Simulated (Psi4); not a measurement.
Pair of molecules, SMILES N with SMILES [SeH2] (the first has 4 atoms); geometry from B3LYP-D3(BJ)/def2-TZVP, rigid monomers moved along the line of their centres of mass till N1···H7 is 2.47 Å.
(charge 0, multiplicity 1):
```xyz
7

N     -0.0681    -0.1982     0.0157
H     -0.9794    -0.3057    -0.4151
H      0.3835     0.6005    -0.4148
H      0.4788    -1.0217    -0.2082
Se    -0.4065     0.2461     3.9350
H      0.9213     0.8658     4.0562
H     -0.2560     0.0934     2.4636
```

Calculation: SAPT0/aug-cc-pVDZ run with Psi4.

Problem. Give the four SAPT terms and the total, and say what mostly holds the pair together.

Solution. electrostatics -16.3, exchange 16.1, induction -6.0, dispersion -6.8, total -13.0 kJ/mol; the largest attraction is electrostatics.
